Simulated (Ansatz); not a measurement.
One geometry of Ga6Sb6, several levels of theory.

```yaml
crystal:
  periodic: [false, false, false]
  atoms:
    - {symbol: Ga, position_ang: [-1.728238, 0.622101, -1.975798]}
    - {symbol: Ga, position_ang: [-1.389051, 2.203471, 0.797893]}
    - {symbol: Ga, position_ang: [0.138746, -1.723712, -1.683191]}
    - {symbol: Ga, position_ang: [2.604006, -1.309896, 1.074249]}
    - {symbol: Ga, position_ang: [0.817129, 0.751771, -0.284723]}
    - {symbol: Ga, position_ang: [0.539489, 0.281821, 2.203200]}
    - {symbol: Sb, position_ang: [-1.420872, -1.308225, -3.684576]}
    - {symbol: Sb, position_ang: [-1.795042, -0.902495, 0.279125]}
    - {symbol: Sb, position_ang: [-0.466809, 2.915049, -1.538880]}
    - {symbol: Sb, position_ang: [-1.998229, 0.757557, 2.847977]}
    - {symbol: Sb, position_ang: [2.642469, -0.883595, -1.518086]}
    - {symbol: Sb, position_ang: [2.036002, -1.387248, 3.516711]}
basis:
  gaussian: {orbitals: def2-SVP, initial_orbitals: start.molden}
correlation: {method: mp2}
scf: {omitted_lower_state_checks: [starts]}
output: {orbitals: {seedname: orbitals}}
```

The file start.molden holds the orbitals of an earlier run on this structure, at another level or in another basis.

```sh
$ ansatz run in.yaml --threads 2 --pin off --events-out ev --progress --plain --max-ram 32768MiB --backend cuda --devices 0, --max-vram 18GiB
```

Output, abridged:

```
Functional definition: HF
3918 factors; integrals over basis functions are off by at most 1.8e-4 eV
mean field evaluation 1: about -353032.7551 eV, gradient 5.5e1 eV
mean field evaluation 2: about -353035.8159 eV, gradient 4.0e0 eV
mean field evaluation 4: about -353036.2148 eV, gradient 8.4e-1 eV
mean field evaluation 8: about -353036.2184 eV, gradient 6.8e-5 eV
mean field -353036.21842229 eV, -12973.8417304758 hartree, gradient 2.0e-6 eV, S^2 0.000000; 0 other end points of the search recorded, 0 dependent functions left out; unrestricted orbitals would lower it
78 core orbitals not correlated: weight in the atoms' cores, before any rotation towards them, 1.000 or more for the frozen orbitals, at most 0.000 for the correlated occupied ones
reference -353036.21842229 eV, -12973.8417304758 hartree; 84, 84 occupied and 186, 186 virtual orbitals, 3918 factors
second order -55.06017607 eV of doubles, -0.00000000 eV of singles
Total energy: -353091.27859836 eV, -12975.8651546252 hartree
Checks for a lower state left out: starts
```

It took 8 s on 2 threads of AMD EPYC 7R13 on a shared host and a share (18 GiB) of an NVIDIA H100 80GB HBM3.

First input, but with `gaussian: {orbitals: def2-TZVP, fitting: {mean_field: def2-universal-jkfit}, initial_orbitals: start.molden}`, `hamiltonian: {xc: {name: LC-wPBE}}` and without the key `correlation` (abridged; 7 s):

```
Functional definition: LC-wPBE
mean field -353465.98892317 eV, -12989.6355050739 hartree, gradient 3.9e-5 eV, S^2 0.000000
Total energy: -353465.98892317 eV, -12989.6355050742 hartree
Checks for a lower state left out: starts
```

The first input with `gaussian: {orbitals: def2-TZVP, fitting: {mean_field: def2-universal-jkfit}, initial_orbitals: start.molden}`, `hamiltonian: {xc: pbe0, dispersion: d4}` and without the key `correlation` (abridged; 6 s):

```
Functional definition: PBE0
mean field -353466.15744043 eV, -12989.6416979690 hartree, gradient 1.9e-5 eV, S^2 0.000000
Total energy: -353467.72188060 eV, -12989.6991900848 hartree
Checks for a lower state left out: starts
```

Geometry: PBE-D4/def2-SVP.

In the def2 sets Sb takes a core potential; there is no spin–orbit coupling. LC-ωPBE has ω = 0.4 bohr⁻¹. Correlated methods freeze 78 core orbitals; core or outer-core shells of Ga, Sb are correlated, in sets that lack core-valence functions. Single mean-field runs in def2-TZVP are fitted with def2-universal-jkfit. At MP2/def2-SVP the restricted singlet (for correlated methods, its reference) is unstable: a solution with broken spin symmetry lies lower. The restricted singlet is unstable towards broken spin symmetry at other levels; at LC-ωPBE/def2-TZVP, PBE0-D4/def2-TZVP this wasn't settled.
